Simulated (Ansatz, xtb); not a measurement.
**Two isomers of C4H2BrClN2**

Structure X: `Clc1ccnc(Br)n1`, a singlet. Structure Y: `Clc1nccc(Br)n1`, a singlet. Both are isolated molecules in the gas phase, relaxed with PBE0-D3(BJ)/def2-SVP.

Quicker runs give these differences E(Y) − E(X): GFN2-xTB +0.78 kcal/mol; HF/STO-3G +1.08 kcal/mol (at GFN2-xTB geometries); r2SCAN-D4/def2-SVP −0.44 kcal/mol (at GFN2-xTB geometries).

Which of the two would you expect CCSD(T)/def2-SVP + ΔMP2/def2-TZVPP electronic energies to favour?

CCSD(T)/def2-SVP + ΔMP2/def2-TZVPP gives E(Y) − E(X) = −0.38 kcal/mol, slightly favouring structure Y, which is too small a margin to settle the true order.

Level by level:

| level | geometry | E(Y) − E(X) (kcal/mol) | departure from the last row (kcal/mol) | job, with rough time for the two |
| --- | --- | --- | --- | --- |
| GFN2-xTB | GFN2-xTB | +0.78 | +1.16 | optimisation, 0.13 s |
| HF/STO-3G | GFN2-xTB | +1.08 | +1.45 | single point, 0.88 s |
| r2SCAN-D4/def2-SVP | GFN2-xTB | −0.44 | −0.06 | single point, 9.6 s |
| PBE0-D3(BJ)/def2-SVP | PBE0-D3(BJ)/def2-SVP | −0.49 | −0.12 | optimisation, 62 s |
| HF/def2-SVP | PBE0-D3(BJ)/def2-SVP | −0.52 | −0.15 | part of the CCSD(T) run |
| MP2/def2-SVP | PBE0-D3(BJ)/def2-SVP | −0.50 | −0.12 | part of the CCSD(T) run |
| CCSD(T)/def2-SVP | PBE0-D3(BJ)/def2-SVP | −0.49 | −0.11 | single point |
| CCSD(T)/def2-SVP + ΔMP2/def2-TZVPP | PBE0-D3(BJ)/def2-SVP | −0.38 |  | single point, 3.2 min |

As drawn, both hold the same kinds of bond in the same numbers.

The largest departure from CCSD(T)/def2-SVP + ΔMP2/def2-TZVPP is that of HF/STO-3G, 1.45 kcal/mol. The last row adds to CCSD(T) the change of the MP2 difference between the two basis sets, here +0.11 kcal/mol.

With thermal terms from frequencies at re-optimised GFN2-xTB minima (ideal gas, soft modes damped towards free rotors, one conformer each, 298.15 K, 1 atm): the zero-point term adds −0.03 kcal/mol; ΔH is −0.41 and ΔG −0.42 kcal/mol.

The correlated steps freeze 20 core orbitals; the filled d shell of Br is correlated, in a basis made for valence electrons. Codes used: Ansatz 0.2.0, xtb 6.7.1; the last row on 2 threads of Arm Neoverse V2 on a shared host.
